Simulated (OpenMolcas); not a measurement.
# Pt6+ in a point-charge field

Pt6+ among 8 point charges of -1.2 e arranged as a cube (Oh), 1.74 Å from the ion.

```json
{"Program": "OpenMolcas 26.06", "Method": "SS-CASPT2, IPEA 0.25 Eh, imaginary shift 0.1 Eh (closed shells correlated: 5s 5p)", "Basis": "ANO-RCC-VDZP [7s6p4d2f]", "Scalar Hamiltonian": "DKH2, point nucleus", "Active space": "4 electrons in 5 orbitals (5d)", "State averaging": "2S+1 = 5 even, 5 roots; 2S+1 = 3 even, 45 roots; 2S+1 = 1 even, 50 roots", "Spin-orbit coupling": "state interaction with AMFI integrals over the reference wave functions"}
```

The lowest spin-free states (labels of O, the rotations of Oh), above the lowest:

```json
{"State": "5T2", "Degeneracy": "3", "E (cm-1)": "0", "Free-ion L (%)": "D (100)"}
{"State": "5E", "Degeneracy": "2", "E (cm-1)": "6800", "Free-ion L (%)": "D (100)"}
{"State": "3T1", "Degeneracy": "3", "E (cm-1)": "15290", "Free-ion L (%)": "H (57)"}
{"State": "3T2", "Degeneracy": "3", "E (cm-1)": "18060", "Free-ion L (%)": "H (64)"}
{"State": "1A1", "Degeneracy": "1", "E (cm-1)": "19440", "Free-ion L (%)": "G (50)"}
{"State": "3T1", "Degeneracy": "3", "E (cm-1)": "20750", "Free-ion L (%)": "H (67)"}
{"State": "3T2", "Degeneracy": "3", "E (cm-1)": "22380", "Free-ion L (%)": "G (70)"}
{"State": "3T1", "Degeneracy": "3", "E (cm-1)": "23290", "Free-ion L (%)": "P (51)"}
{"State": "3E", "Degeneracy": "2", "E (cm-1)": "23660", "Free-ion L (%)": "H (71)"}
{"State": "1T1", "Degeneracy": "3", "E (cm-1)": "24450", "Free-ion L (%)": "I (64)"}
{"State": "3T2", "Degeneracy": "3", "E (cm-1)": "26540", "Free-ion L (%)": "F (71)"}
{"State": "3A2", "Degeneracy": "1", "E (cm-1)": "27270", "Free-ion L (%)": "F (100)"}
{"State": "3T1", "Degeneracy": "3", "E (cm-1)": "28480", "Free-ion L (%)": "H (49)"}
{"State": "3E", "Degeneracy": "2", "E (cm-1)": "28670", "Free-ion L (%)": "G (69)"}
{"State": "1T2", "Degeneracy": "3", "E (cm-1)": "29450", "Free-ion L (%)": "I (94)"}
{"State": "1E", "Degeneracy": "2", "E (cm-1)": "30880", "Free-ion L (%)": "G (68)"}
{"State": "3A1", "Degeneracy": "1", "E (cm-1)": "31120", "Free-ion L (%)": "G (100)"}
{"State": "1A1", "Degeneracy": "1", "E (cm-1)": "31540", "Free-ion L (%)": "I (50)"}
{"State": "3T2", "Degeneracy": "3", "E (cm-1)": "31800", "Free-ion L (%)": "D (80)"}
{"State": "1T2", "Degeneracy": "3", "E (cm-1)": "33140", "Free-ion L (%)": "I (54)"}
```

The lowest levels with spin-orbit coupling:

```tsv
E (cm-1)	Degeneracy	Label	2S+1
0	1	A1	5 (53 %)
8100	3	T1	5 (79 %)
13310	3	T2	5 (87 %)
15310	2	E	5 (88 %)
17420	3	T1	5 (79 %)
18660	3	T2	5 (70 %)
20420	1	A1	3 (49 %)
21240	2	E	3 (53 %)
21760	1	A2	5 (61 %)
21870	3	T1	3 (45 %)
22590	3	T2	5 (61 %)
26300	1	A1	5 (58 %)
29850	2	E	3 (57 %)
29930	3	T1	3 (60 %)
30560	3	T2	3 (71 %)
31870	1	A2	3 (71 %)
33380	1	A1	3 (52 %)
34160	3	T2	3 (81 %)
34510	3	T1	3 (76 %)
36100	3	T1	3
```

Powder χT (cm3 K/mol): 0 at 2 K, 0.00106 at 10 K, 0.0053 at 50 K, 0.0106 at 100 K, 0.0212 at 200 K, 0.0318 at 300 K. The effective moment at 300 K is 2.828 √(χT) = 0.50 μB.

Roots that are degenerate in the reference are averaged as groups; the widest CASPT2 spread within a group is 230 cm-1 (the 3-fold group of multiplicity 3 near 51500 cm-1 above the lowest state of its run). Shifts and gaps below about the spread of the groups concerned are not significant. Spin-orbit coupling mixes the spin-free states strongly: the lowest level takes only 40 % from its leading state, 5T2. Point charges give a weaker field than real ligands, and real ions of this kind are as a rule low spin; the high spin found here belongs to the model. Free-ion shares, where given, are those of the reference states; single-state CASPT2 does not remix them. Point charges carry no covalency, so the field is a model and not that of real ligands. No measured value stands beside these numbers.
